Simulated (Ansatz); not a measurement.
`F[CH](F)[AlH2]` and `F[CH](F)[GaH2]` differ in one element.

Ansatz, PBE0-D4/def2-TZVP geometries, multiplicity 1. 

Scalar relativity is left out up to krypton.

```json
{"property": "HOMO energy (PBE/def2-TZVPP) / eV", "`F[CH](F)[AlH2]`": "-6.73"}
{"property": "LUMO energy (PBE/def2-TZVPP) / eV", "`F[CH](F)[AlH2]`": "-1.64"}
{"property": "zero-point energy (PBE0-D4/def2-TZVP) / kJ/mol", "`F[CH](F)[AlH2]`": "90.7"}
{"property": "HOMO energy (ωB97M-V/def2-TZVPP) / eV", "`F[CH](F)[AlH2]`": "-10.55"}
{"property": "HOMO energy (B3LYP/def2-TZVPP) / eV", "`F[CH](F)[AlH2]`": "-8.03"}
{"property": "LUMO energy (ωB97M-V/def2-TZVPP) / eV", "`F[CH](F)[AlH2]`": "0.77"}
```

Question: What does the change do to each property? (Estimate.)

Answer: Ansatz gave: 
```json
{"property": "HOMO energy (PBE/def2-TZVPP) / eV", "`F[CH](F)[GaH2]`": "-6.44", "shift": "0.29"}
{"property": "LUMO energy (PBE/def2-TZVPP) / eV", "`F[CH](F)[GaH2]`": "-2.87", "shift": "-1.23"}
{"property": "zero-point energy (PBE0-D4/def2-TZVP) / kJ/mol", "`F[CH](F)[GaH2]`": "90.8", "shift": "0.1"}
{"property": "HOMO energy (ωB97M-V/def2-TZVPP) / eV", "`F[CH](F)[GaH2]`": "-10.14", "shift": "0.41"}
{"property": "HOMO energy (B3LYP/def2-TZVPP) / eV", "`F[CH](F)[GaH2]`": "-7.69", "shift": "0.34"}
{"property": "LUMO energy (ωB97M-V/def2-TZVPP) / eV", "`F[CH](F)[GaH2]`": "-0.34", "shift": "-1.11"}
```

With PBE0 the HOMO rises by 0.35 eV and the LUMO falls by 1.25 eV, so the gap narrows by about 1.60 eV. PBE moves the HOMO by 0.29 eV and ωB97M-V by 0.41 eV.

B3LYP here is the variant with VWN-RPA as its local correlation; programs differ in this.
